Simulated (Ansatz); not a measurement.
Ansatz (a quantum-chemistry and plane-wave program) input (CCSD(T)/def2-SVPD):

Ansatz 0.2 input:
```yaml
crystal:
  periodic: [false, false, false]
  atoms:
    - {symbol: In, position_ang: [0.00000000, 0.00000000, 0.00000000]}
    - {symbol: F, position_ang: [-0.00000000, -0.00000000, -1.85519970]}
    - {symbol: F, position_ang: [0.00000000, 0.00000000, 1.85519970]}
basis:
  gaussian:
    orbitals: def2-SVPD
total_charge: 2
magnetization: {spin_polarized: true, initial_magnetization: 1}
correlation: {method: ccsd_t, electrons: outside_noble_gas}
```

Output:

```
Functional definition: HF
integrals: 0.11 GiB planned
868 factors; integrals over basis functions are off by at most 2.4e-4 eV
mean field: 0.29 GiB planned
mean field evaluation 1: about -10509.3960 eV, gradient 6.9e1 eV
mean field evaluation 2: about -10509.5167 eV, gradient 6.8e1 eV
mean field evaluation 4: about -10527.7296 eV, gradient 7.1e0 eV
mean field evaluation 8: about -10528.2556 eV, gradient 4.3e-1 eV
mean field evaluation 16: about -10528.2834 eV, gradient 8.1e-1 eV
mean field evaluation 32: about -10509.3960 eV, gradient 6.9e1 eV
mean field evaluation 64: about -10525.8473 eV, gradient 1.5e1 eV
mean field evaluation 96: about -10526.8757 eV, gradient 4.1e-2 eV
mean field evaluation 128: about -10529.1766 eV, gradient 3.0e-1 eV
mean field evaluation 160: about -10528.2407 eV, gradient 4.8e-1 eV
mean field evaluation 192: about -10518.9749 eV, gradient 3.4e1 eV
mean field evaluation 224: about -10525.5715 eV, gradient 5.1e0 eV
mean field evaluation 256: about -10512.8268 eV, gradient 3.7e1 eV
mean field evaluation 288: about -10516.7508 eV, gradient 1.6e0 eV
mean field evaluation 320: about -10522.6295 eV, gradient 3.0e1 eV
mean field evaluation 352: about -10526.7894 eV, gradient 3.1e-1 eV
mean field evaluation 384: about -10525.4626 eV, gradient 1.8e1 eV
mean field evaluation 416: about -10523.3589 eV, gradient 4.4e0 eV
mean field evaluation 448: about -10526.6341 eV, gradient 9.4e-3 eV
mean field evaluation 480: about -10526.6292 eV, gradient 6.2e-1 eV
mean field evaluation 512: about -10529.1843 eV, gradient 4.2e-3 eV
mean field evaluation 544: about -10527.9187 eV, gradient 3.4e0 eV
mean field evaluation 576: about -10528.0682 eV, gradient 5.6e-1 eV
mean field evaluation 608: about -10525.7873 eV, gradient 4.5e-1 eV
mean field evaluation 640: about -10525.2513 eV, gradient 1.3e1 eV
mean field evaluation 672: about -10512.3044 eV, gradient 4.0e1 eV
mean field evaluation 704: about -10522.5711 eV, gradient 1.0e-1 eV
mean field evaluation 736: about -10521.3346 eV, gradient 1.0e-2 eV
mean field evaluation 768: about -10526.8759 eV, gradient 3.4e-2 eV
mean field evaluation 800: about -10521.5179 eV, gradient 4.5e1 eV
mean field evaluation 832: about -10519.9037 eV, gradient 9.3e0 eV
mean field evaluation 864: about -10517.4345 eV, gradient 9.9e-3 eV
mean field evaluation 896: about -10517.5815 eV, gradient 3.1e-1 eV
mean field evaluation 928: about -10517.8788 eV, gradient 3.8e-1 eV
mean field evaluation 960: about -10519.1272 eV, gradient 3.0e0 eV
mean field evaluation 992: about -10526.6341 eV, gradient 2.0e-2 eV
mean field evaluation 1024: about -10526.7494 eV, gradient 2.1e0 eV
mean field evaluation 1056: about -10520.4347 eV, gradient 5.4e-2 eV
mean field evaluation 1088: about -10526.8759 eV, gradient 2.6e-4 eV
mean field evaluation 1120: about -10528.2598 eV, gradient 5.8e-2 eV
mean field evaluation 1152: about -10527.6249 eV, gradient 2.5e-1 eV
mean field evaluation 1184: about -10526.6206 eV, gradient 7.1e-1 eV
mean field evaluation 1216: about -10526.8759 eV, gradient 8.8e-3 eV
mean field evaluation 1248: about -10525.8246 eV, gradient 1.8e-1 eV
mean field evaluation 1280: about -10529.1843 eV, gradient 2.0e-3 eV
mean field evaluation 1312: about -10520.3299 eV, gradient 4.5e0 eV
mean field evaluation 1344: about -10526.6316 eV, gradient 4.7e-1 eV
mean field evaluation 1376: about -10528.2599 eV, gradient 8.0e-3 eV
mean field evaluation 1408: about -10526.6341 eV, gradient 7.4e-3 eV
mean field evaluation 1440: about -10522.7634 eV, gradient 2.2e0 eV
mean field evaluation 1472: about -10526.8759 eV, gradient 8.0e-6 eV
mean field -10529.18430580 eV, -386.9403863006 hartree, gradient 3.1e-6 eV, S^2 0.754435; 24 other end points of the search recorded, 0 dependent functions left out
determinant -10529.18430580 eV, -386.9403863006 hartree, with singles and doubles -10539.73014613 eV, -387.3279387845 hartree
determinant -10528.25987090 eV, -386.9064139448 hartree, with singles and doubles -10538.78013875 eV, -387.2930266574 hartree
determinant -10527.62669372 eV, -386.8831451124 hartree, with singles and doubles -10539.59988583 eV, -387.3231518070 hartree
determinant -10526.87589412 eV, -386.8555537361 hartree, with singles and doubles -10539.08391823 eV, -387.3041903472 hartree
determinant -10526.79005532 eV, -386.8523992183 hartree, with singles and doubles -10535.59498543 eV, -387.1759744318 hartree
determinant -10526.78694819 eV, -386.8522850335 hartree, with singles and doubles -10535.59288589 eV, -387.1758972751 hartree
determinant -10526.64107614 eV, -386.8469243345 hartree, with singles and doubles -10535.44999469 eV, -387.1706461203 hartree
determinant -10526.63413003 eV, -386.8466690697 hartree, with singles and doubles -10535.44383007 eV, -387.1704195747 hartree
determinant -10525.82483068 eV, -386.8169278671 hartree, with singles and doubles -10537.77451331 eV, -387.2560706041 hartree
determinant -10525.78876857 eV, -386.8156026089 hartree, with singles and doubles -10534.57533757 eV, -387.1385030640 hartree
determinant -10529.18430580 eV, -386.9403863006 hartree, with singles and doubles -10539.75478391 eV, -387.3288442064 hartree
determinant -10528.25987090 eV, -386.9064139448 hartree, with singles and doubles -10538.85374303 eV, -387.2957315648 hartree
determinant -10527.62669372 eV, -386.8831451124 hartree, with singles and doubles -10539.61741931 eV, -387.3237961504 hartree
determinant -10529.18430580 eV, -386.9403863006 hartree, with singles and doubles -10539.76221878 eV, -387.3291174327 hartree
determinant -10527.62669372 eV, -386.8831451124 hartree, with singles and doubles -10539.60198597 eV, -387.3232289857 hartree
11 core orbitals not correlated, not the lowest: weight in the atoms' cores, before any rotation towards them, 0.820 or more for the frozen orbitals, at most 0.084 for the correlated occupied ones
reference -10529.18430580 eV, -386.9403863006 hartree; 8, 7 occupied and 59, 60 virtual orbitals, 868 factors
second order -10.32003872 eV of doubles, -0.00000000 eV of singles
coupled cluster: 0.32 GiB planned
cycle   1  -10.57791498 eV  change   -2.0e-6 eV  update   4.0e-6
perturbative correction -0.26206794 eV, -0.0096308193 hartree
Total energy: -10540.02428872 eV, -387.3387483256 hartree
```

This state (charge 2, doublet) is run at the relaxed geometry of the species with charge 1 and multiplicity 1.
